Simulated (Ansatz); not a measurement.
`BOCCS`, relaxed with RKS PBE0-D4/def2-TZVP in Ansatz from a PBE-D4/def2-SVP geometry. The force threshold is 0.005 eV/Å; the program also tests the step.

Total charge 0; spin multiplicity 1.

Start:

```xyz
12

B    -0.120    1.508   -1.671
O     0.476    0.365   -1.264
C     0.618    0.021    0.116
C    -0.293   -1.155    0.455
S    -0.038   -1.777    2.157
H    -0.205    1.675   -2.872
H    -0.545    2.309   -0.848
H     1.677   -0.263    0.292
H     0.379    0.898    0.759
H    -1.358   -0.892    0.292
H    -0.062   -2.014   -0.208
H    -0.529   -0.675    2.793
```

Problem. By how much does the energy fall, and how many steps does the optimiser take? (Best estimate.)

Solution. The calculation gave: 5.08 kJ/mol, in 11 steps, 1 of them rejected.

Problem. Which bonds change most? (An estimate is asked.)

Solution. Computed: C4–S5 from 1.830 to 1.806 Å; B1–H7 from 1.225 to 1.203 Å; S5–H12 from 1.364 to 1.343 Å; B1–H6 from 1.216 to 1.196 Å.

Problem. Give the relaxed structure. (Estimate.)

Solution. The calculation gave: 
```xyz
12

B    -0.115    1.502   -1.653
O     0.447    0.350   -1.259
C     0.604    0.015    0.110
C    -0.286   -1.159    0.452
S    -0.040   -1.740    2.144
H    -0.217    1.682   -2.831
H    -0.490    2.300   -0.834
H     1.650   -0.250    0.275
H     0.360    0.879    0.738
H    -1.336   -0.915    0.284
H    -0.040   -2.010   -0.187
H    -0.538   -0.655    2.760
```
